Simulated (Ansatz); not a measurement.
`CN(C)[SiH]` + H₂ → `[SiH2]` + `CNC` at 600 K and 1 bar (hydrogenolysis of the Si–N bond).

Program: Ansatz. Geometries: PBE0-D4/def2-TZVP. ΔE: electronic, gas phase. CCSD(T)/CBS is the MP2 limit (def2-TZVPP, def2-QZVPP) plus CCSD(T) − MP2 in def2-TZVPP, frozen cores. This one scheme is used for every species.

```tsv
species	CCSD(T)/CBS energy (Eh)	H − E (kJ/mol)	S (J/(mol·K))
`CN(C)[SiH]`	-424.06348	289.9	385.3
H₂	-1.17544	43.9	150.8
`[SiH2]`	-290.19011	52.1	233.9
`CNC`	-135.00321	284.6	333.5
```

H − E and S are ideal-gas, rigid-rotor, harmonic terms from PBE0-D4/def2-TZVP. The MP2-based limit puts H₂ 0.8 mEh under its directly extrapolated value; such offsets cancel only in part. 1 Eh = 2625.50 kJ/mol, R = 8.31446 J/(mol·K).

Question: By hand: ΔE, ΔH, ΔS and ΔG.

Answer: ΔE = (-290.19011) + (-135.00321) − (-424.06348) − (-1.17544) = 0.04560 Eh = 119.7 kJ/mol. Δ(H − E) = 52.1 + 284.6 − 289.9 − 43.9 = 2.9, so ΔH = 122.6 kJ/mol. ΔS = 233.9 + 333.5 − 385.3 − 150.8 = 31.3 J/(mol·K). ΔG = 122.6 − 600 × (31.3)/1000 = 103.8 kJ/mol.

Question: By hand: the equilibrium constant, and the temperature at which ΔG would vanish if ΔH and ΔS stayed fixed.

Answer: log₁₀ K = −ΔG/(RT ln 10) = -9.0. ΔG = 0 at ΔH/ΔS = 3917 K, far beyond where these terms or the molecules hold.

ΔH outweighs TΔS. A doubt of 5 kJ/mol in ΔE shifts log₁₀ K by 0.4 here. These are equilibria of isolated gas molecules and say nothing of rates. Largest T1 diagnostic: 0.015 (customary marks: 0.02 for closed shells, 0.045 for open ones).
